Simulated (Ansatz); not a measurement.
Relaxation of a periodic cell of 17 atoms, Si$_{16}$O (host Si, host structure diamond, interstitial O), to a largest force component of 0.03 eV/Å in at most 60 steps.

Level of theory: Ansatz, DFT PBEsol, scalar-relativistic, plane waves, PAW. Settings: PAW set soft_1, cutoff 420 eV, k mesh 2x2x2, fermi-dirac smearing 0.05 eV, spin collinear.

```xyz
17
Lattice="0.0000 5.4300 5.4300 5.4300 0.0000 5.4300 5.4300 5.4300 0.0000" Properties=species:S:1:pos:R:3
Si 0.000 0.000 0.000
Si 1.357 1.357 1.357
Si 2.715 2.715 0.000
Si 4.072 4.072 1.357
Si 2.715 0.000 2.715
Si 4.072 1.357 4.072
Si 5.430 2.715 2.715
Si 6.787 4.072 4.072
Si 0.000 2.715 2.715
Si 1.357 4.072 4.072
Si 2.715 5.430 2.715
Si 4.072 6.787 4.072
Si 2.715 2.715 5.430
Si 4.072 4.072 6.787
Si 5.430 5.430 5.430
Si 6.787 6.787 6.787
O 6.840 4.056 6.814
```

**Question.** Where does it end, and by what steps?

**Answer.** The forces met the threshold. Limits of this set-up: coarse k mesh, PAW files made for another functional, a small cell, in which the defect meets its images. After 19 steps the energy has fallen by 3.455 eV; O17 moved furthest, 1.38 Å. Joined: Si4–O17 (2.66 → 1.66 Å), Si11–O17 (2.32 → 1.66 Å).

```
step  energy less start (eV)  largest force component (eV/Å)  accepted
   0                  0.0000                           0.440       yes
   1                 -0.0852                           0.361       yes
   2                 -0.5191                           1.165       yes
   3                 -0.9183                           0.698       yes
   4                 -1.1789                           0.574       yes
   5                 -1.2614                           0.232       yes
   6                 -1.3189                           0.191       yes
   7                 -1.3364                           0.105       yes
   8                 -1.3516                           0.110       yes
   9                 -1.3612                           0.124       yes
  10                 -1.3722                           0.199       yes
  11                 -1.4768                           0.745       yes
  12                 -1.7152                           0.707       yes
  13                 -1.8079                           2.703       yes
  14                 -2.1201                           1.395       yes
  15                 -2.6886                           1.709       yes
  16                 -3.1321                           1.648       yes
  17                 -3.4283                           0.418       yes
  18                 -3.4524                           0.073       yes
  19                 -3.4551                           0.013       yes
```

```xyz
17
Lattice="0.0000 5.4300 5.4300 5.4300 0.0000 5.4300 5.4300 5.4300 0.0000" Properties=species:S:1:pos:R:3
Si -0.297 0.167 0.141
Si 1.327 1.415 1.299
Si 2.756 2.471 -0.287
Si 4.039 3.806 1.128
Si 2.665 0.040 2.659
Si 3.928 1.474 4.025
Si 5.394 2.737 2.673
Si 6.825 4.026 4.009
Si -0.011 2.761 2.696
Si 1.045 4.190 4.281
Si 2.373 5.482 2.869
Si 4.172 6.563 3.854
Si 2.599 2.830 5.418
Si 4.041 4.098 6.770
Si 5.476 5.361 5.404
Si 6.731 6.838 6.754
O 8.078 4.097 7.421
```

The run took 3 min on 2 threads of Arm Neoverse V2, on a shared host, peak memory 0.7 GiB.
